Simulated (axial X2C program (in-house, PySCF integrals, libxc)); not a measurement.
Testing model relations on SeH⁻

A bond curve at the CCSD(T) level, 2c, was computed with an axial X2C code built on PySCF integrals (basis Se dyall-acv3z [9s10p7d5f1g], H dyall-av3z [7s3p2d] (cores contracted in-house)) for the state Ω = 0 (closed shell). Its fit gives Re = 1.4761 Å, ωe = 2337.4 cm⁻¹, ωexe = 43.9 cm⁻¹ and αe = 2.338e-01 cm⁻¹; the masses are 79.9165 and 1.0078 u. Two-component means X2C with spin–orbit coupling and atomic mean-field Coulomb and Gaunt terms.

Correlated methods: 8 electrons correlated (number of frozen shells: Se 3 s, 2 p, 1 d; H none), 194 virtual spin orbitals or spinors in MP2, 90 natural virtuals in coupled cluster.

(1) Find the reduced mass, Be and the force constant.

(2) Estimate the centrifugal constant by the Kratzer relation.

(3) Scale the constants to the deuteride (D 2.0141 u) within the Born–Oppenheimer picture.

(4) Give B0, the J = 1←0 line in GHz and the most populated J at 300 K (kT = 208.5 cm⁻¹).

(5) Where do the fundamental and the first overtone lie?

The state is a single determinant with fixed occupations, the lowest that a limited PBE0 search found. CCSD and (T) use frozen natural virtuals with an MP2 correction for the truncation; (T) itself is uncorrected, so its De runs slightly low.

## Answers

(1) From the CCSD(T) values: μ = 0.9952 u. Be = 16.8576/(μ Re²) = 7.774 cm⁻¹. k = 5.8918×10⁻⁷ μ ωe² = 3.2 mdyn/Å.

(2) D = 4Be³/ωe² = 3.44e-04 cm⁻¹.

(3) ρ = √(μH/μD) = 0.7118; ωe = 1663.7, ωexe = 22.2, Be = 3.938 cm⁻¹; the zero-point energy falls by 331 cm⁻¹.

(4) B0 = Be − αe/2 = 7.657 cm⁻¹; 2B0 = 459.1 GHz; J(max) ≈ √(kT/2B0) − 1/2 = 3.2, so J = 3.

(5) ν(1←0) = ωe − 2ωexe = 2249.6 cm⁻¹; ν(2←0) = 2ωe − 6ωexe = 4411.4 cm⁻¹.
